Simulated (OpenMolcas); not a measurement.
Pd5+ among 6 point charges of -1 e arranged as a tetragonal octahedron (D4h), 1.94 Å from the ion, with the axial distance 2.056 Å.
```
   1.9400    0.0000    0.0000  -1.00
   0.0000    1.9400    0.0000  -1.00
  -1.9400    0.0000    0.0000  -1.00
   0.0000   -1.9400    0.0000  -1.00
   0.0000    0.0000    2.0564  -1.00
   0.0000    0.0000   -2.0564  -1.00
```

```json
{
 "Program": "OpenMolcas",
 "Method": "CASSCF",
 "Basis": "ANO-RCC-VDZP [6s5p3d1f]",
 "Scalar Hamiltonian": "DKH2, point nucleus",
 "Active space": "5 electrons in 5 orbitals (4d)",
 "State averaging": "2S+1 = 6 even, 1 root; 2S+1 = 4 even, 24 roots; 2S+1 = 2 even, 75 roots",
 "Spin-orbit coupling": "RASSI with atomic mean-field integrals over the reference wave functions"
}
```

Task: What is the spin-free ground state (labels of D4, the rotations of D4h)?

Result: 6A1, 1-fold in its orbital part, 100 % from free-ion S terms; it has the highest spin that d5 allows.

Task: What are the lowest two levels with spin-orbit coupling?

Result: A 2-fold level E1/2 with g = 2.00, 5.99, 5.99, then a 2-fold level E3/2 0.8 cm-1 above it. Their leading multiplicities are 6 (99 %) and 6 (99 %).

Task: What is χT at 300 K, and how does it compare with the textbook value?

Result: The lowest level has 2S+1 = 6, for which the spin-only value is χT = S(S+1) / 2 = 4.375 cm3 K/mol (g = 2). The computed 4.361 at 300 K differs by -0.014, through a little spin-orbit mixing out of the ground term, against the free-electron g of 2.0023, which raises it.

Without dynamic correlation the repulsion within the d shell is too large (B by tens of per cent), so at a given field states of lower spin stand too high. Point charges give a weaker field than real ligands, and real ions of this kind are as a rule low spin; the high spin found here belongs to the model. Point charges carry no covalency, so the field is a model and not that of real ligands. No measured value stands beside these numbers.
